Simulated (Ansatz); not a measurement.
Consider the ligand exchange at the Al–C bond: `C=[CH][AlH][CH3]` + `O[SiH2][SiH3]` → `[CH3][AlH][O][SiH2][SiH3]` + `C=C`.

Gas-phase electronic energies from Ansatz, PBE0-D4/def2-TZVP geometries. CCSD(T)/CBS is the MP2 limit (def2-TZVPP, def2-QZVPP) plus CCSD(T) − MP2 in def2-TZVPP, frozen cores. This one scheme is used for every species. Functionals use def2-TZVPP. One conformer a species, not always the lowest.

CCSD(T)/CBS gives -1.69 eV.

Problem. Another level gave -1.58 eV. Which?
A. PBE0/def2-TZVPP
B. SCS-MP2/def2-TZVPP
C. HF/def2-TZVPP
D. ωB97X-V/def2-TZVPP

Solution. A. PBE0 -1.58, HF/def2-TZVPP -1.79, ωB97X-V -1.67, SCS-MP2/def2-TZVPP -1.72 eV.

Largest T1 diagnostic among the species: 0.012.

In def2-TZVPP, CCSD(T) changes the Hartree–Fock value by +0.10 eV (the triples alone add +0.02 eV) and MP2 by +0.09 eV. The D4 term adds −0.04 eV with B3LYP and −0.03 eV with PBE0; it sums over pairs of atoms, weighted by their polarisabilities, and B3LYP, whose exchange is more repulsive, gets the larger term.

B3LYP here is the variant with VWN-RPA as its local correlation; programs differ in this.
